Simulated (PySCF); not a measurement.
CrO2Cl2, SMILES [O]=[Cr](=[O])([Cl])[Cl], multiplicity 1.

Coordinates come from a PBE-D3(BJ)/def2-SVP optimisation. The multiplicity is an assumed one; other spin states were not compared. The isomer is the one that the SMILES or the coordinates give; other isomers of the formula were not compared.

Calculation: PBE-D3(BJ)/def2-SVP (PySCF 2.14.0).

Frequencies are harmonic and unscaled.

```csv
mode,ν (cm⁻¹),IR (km/mol),Raman (Å⁴/amu),depolarisation,moving atoms (share of kinetic energy)
1,137,0.0,6.4,0.74,"Cl 78 %, Cr 14 %, O 8 %"
2,218,0.6,3.8,0.75,"O 45 %, Cr 32 %, Cl 23 %"
3,232,0.0,5.9,0.75,"O 81 %, Cl 19 %"
4,269,0.1,3.3,0.75,"O 60 %, Cl 34 %"
5,360,4.0,9.3,0.25,"Cl 51 %, O 48 %"
6,467,8.9,11.1,0.09,"O 43 %, Cr 32 %, Cl 25 %"
7,494,79.7,2.7,0.75,"Cr 59 %, Cl 38 %"
8,1080,72.4,20.5,0.04,"O 80 %, Cr 20 %"
9,1096,102.3,10.0,0.75,"O 69 %, Cr 31 %"
```
